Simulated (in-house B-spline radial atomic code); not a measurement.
## Ionising Os⁺ with different functionals

Computed with a radial B-spline atomic code at the basis-set limit: four-component Dirac-Coulomb Hamiltonian, Fermi nucleus of rms radius 5.4126 fm, spin-restricted, spherical fractional occupations for the functionals. The ionisation energy is the difference of two self-consistent energies, [Xe] 4f14 5d6 6s1 → [Xe] 4f14 5d6, without Breit or QED terms; ε is the level of the shell that loses the electron (mean over j).

Hybrids are left out here: with spherical fractional occupations of an open shell their exact exchange keeps a self-interaction that integer-occupation calculations don't have.

```json
{"method": "LDA VWN5", "rung": "LDA", "ΔSCF (eV)": "17.27", "-ε(6s) (eV)": "13.46"}
{"method": "relativistic LDA", "rung": "LDA", "ΔSCF (eV)": "17.22", "-ε(6s) (eV)": "13.41"}
{"method": "LDA PW92", "rung": "LDA", "ΔSCF (eV)": "17.27", "-ε(6s) (eV)": "13.46"}
{"method": "LDA exchange-only", "rung": "LDA", "ΔSCF (eV)": "?", "-ε(6s) (eV)": "?"}
{"method": "PBE", "rung": "GGA", "ΔSCF (eV)": "?", "-ε(6s) (eV)": "?"}
{"method": "PBEsol", "rung": "GGA", "ΔSCF (eV)": "16.94", "-ε(6s) (eV)": "13.18"}
{"method": "BLYP", "rung": "GGA", "ΔSCF (eV)": "16.98", "-ε(6s) (eV)": "13.14"}
{"method": "RPBE", "rung": "GGA", "ΔSCF (eV)": "16.77", "-ε(6s) (eV)": "13.01"}
{"method": "PW91", "rung": "GGA", "ΔSCF (eV)": "16.99", "-ε(6s) (eV)": "13.21"}
{"method": "BP86", "rung": "GGA", "ΔSCF (eV)": "17.09", "-ε(6s) (eV)": "13.33"}
{"method": "AM05", "rung": "GGA", "ΔSCF (eV)": "16.89", "-ε(6s) (eV)": "13.13"}
{"method": "OLYP", "rung": "GGA", "ΔSCF (eV)": "16.55", "-ε(6s) (eV)": "12.77"}
```

**Question.** What does LDA exchange-only give?

**Answer.** ΔSCF 16.16 eV, and -ε(6s) = 12.37 eV.

**Question.** What does PBE give?

**Answer.** ΔSCF 16.91 eV, and -ε(6s) = 13.14 eV.

**Question.** How do they compare with the NIST value?

**Answer.** NIST lists 17 eV ± 1 (semi-empirical, ground level to ground level). Errors run from -0.84 to +0.27 eV; all lie within about twice that uncertainty, so the table can't rank the methods.
